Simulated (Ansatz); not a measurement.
Two isomers of C2H10BNSi: A = `BN(C)[SiH2]C`, B = `BN([SiH3])CC`.

Gas-phase electronic energies from Ansatz, PBE0-D4/def2-TZVP geometries. CCSD(T)/CBS adds triple-zeta CCSD(T) − MP2 to the extrapolated MP2 energy (def2 sets, frozen cores). DFT in def2-TZVPP. B3LYP here is the variant with VWN-RPA as its local correlation; programs differ in this. Each species was taken in one conformer, which may not be the lowest.

**Question.** Which is lower in electronic energy at CCSD(T)/CBS, and by how much? (An estimate is asked.)

**Answer.** Computed: A, by 39.7 kJ/mol.

**Question.** Give E(B) − E(A) in kJ/mol with CCSD(T)/def2-SVP, ωB97M-V, B3LYP-D4, LDA (SPW92), PBE0-D4, BLYP-D4, CCSD(T)/def2-TZVPP. (An estimate is asked.)

**Answer.** The calculation gave: CCSD(T)/def2-SVP 25.3, ωB97M-V 41.6, B3LYP-D4 40.2, LDA (SPW92) 39.0, PBE0-D4 41.4, BLYP-D4 40.0, CCSD(T)/def2-TZVPP 38.0. None reverses the order clearly.

**Question.** Does the order hold for the free energy at 298.15 K (harmonic terms from PBE0-D4)? (Estimate.)

**Answer.** Computed: Yes: G(B) − G(A) = +39.5 kJ/mol, for one conformer each. Modes under 60 cm⁻¹, often nearly free rotors, make the harmonic entropy too high.

Largest T1 diagnostic: 0.012.

Leaving LDA and LC-ωPBE aside and taking each functional with its dispersion term where it has one, the values, not all of them listed here, spread over 4.7 kJ/mol, from ωB97X-V to r2SCAN-D4. LDA lies −3.5 kJ/mol from PBE without D4. At CCSD(T), def2-SVP lies −14.4 kJ/mol from the extrapolated value and def2-TZVPP −1.7 kJ/mol.
